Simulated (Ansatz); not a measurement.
Program: Ansatz. Geometries: PBE0-D4/def2-TZVP. ΔE: electronic, gas phase. CBS: MP2 limit from def2 TZ/QZ plus the TZ coupled-cluster correction, frozen cores. Functionals use def2-TZVPP. One conformer a species, not always the lowest.

Reaction (isomerisation): `FCC(F)(F)COC(F)(F)F` → `FCC(F)(F)OC(F)(F)CF`

`FCC(F)(F)COC(F)(F)F`:

```xyz
15

F     1.158   -0.566   -2.116
C     1.774   -0.351   -0.909
C     0.949   -0.976    0.196
F     1.575   -0.701    1.367
F     0.931   -2.325    0.052
C    -0.495   -0.530    0.258
O    -0.491    0.884    0.387
C    -1.697    1.466    0.466
F    -1.516    2.768    0.572
F    -2.395    1.044    1.527
F    -2.450    1.225   -0.613
H     1.862    0.722   -0.735
H     2.761   -0.820   -0.916
H    -0.999   -0.836   -0.660
H    -0.965   -1.002    1.124
```

`FCC(F)(F)OC(F)(F)CF`:

```xyz
15

F     1.927    1.762   -1.120
C     0.971    2.171   -0.236
C     0.512    1.002    0.612
F    -0.389    1.468    1.501
F     1.530    0.486    1.317
O    -0.062    0.057   -0.205
C    -0.259   -1.234    0.226
F    -0.680   -1.266    1.499
F     0.894   -1.932    0.172
C    -1.252   -1.913   -0.695
F    -2.458   -1.275   -0.637
H     0.112    2.569   -0.780
H     1.387    2.931    0.430
H    -1.368   -2.948   -0.367
H    -0.866   -1.877   -1.716
```

Is it downhill or uphill in electronic energy at CCSD(T)/CBS, and by how much? (Estimate.)

The calculation gave: Uphill: ΔE = +7.6 kcal/mol.

What do these levels give: LDA (SPW92), BLYP-D4, B97M-V, BHLYP-D4, CAM-B3LYP-D4, ωB97M-V, B2PLYP, PBE-QIDH, PBE0, BHLYP, CCSD(T)/def2-TZVPP, CCSD/CBS(def2)? (Best estimate.)

Computed: LDA (SPW92) 8.3, BLYP-D4 6.2, B97M-V 7.8, BHLYP-D4 7.5, CAM-B3LYP-D4 7.3, ωB97M-V 7.6, B2PLYP 7.5, PBE-QIDH 8.5, PBE0 8.0, BHLYP 7.6, CCSD(T)/def2-TZVPP 8.0, CCSD/CBS(def2) 7.7 kcal/mol.

What do rigid-rotor, harmonic-oscillator terms from PBE0-D4/def2-TZVP frequencies (298.15 K, 1 bar) make of the CCSD(T)/CBS value? (Best estimate.)

Ansatz gave: ΔZPE = -0.3 kcal/mol, ΔH = +7.4 kcal/mol, ΔS = -14 J/(mol·K), ΔG = +8.4 kcal/mol. Modes under 50 cm⁻¹ make the entropy rough.

Largest T1 diagnostic among the species: 0.012.

From BLYP to BHLYP (50 % exact exchange), in def2-TZVPP and without D4, ΔE moves by +1.2 kcal/mol. Leaving LDA and LC-ωPBE aside and taking each functional with its dispersion term where it has one, the values spread over 2.3 kcal/mol, from BLYP-D4 to PBE-QIDH. LDA lies +0.9 kcal/mol from PBE without D4. At CCSD(T), def2-SVP lies +1.7 kcal/mol from the extrapolated value and def2-TZVPP +0.4 kcal/mol.
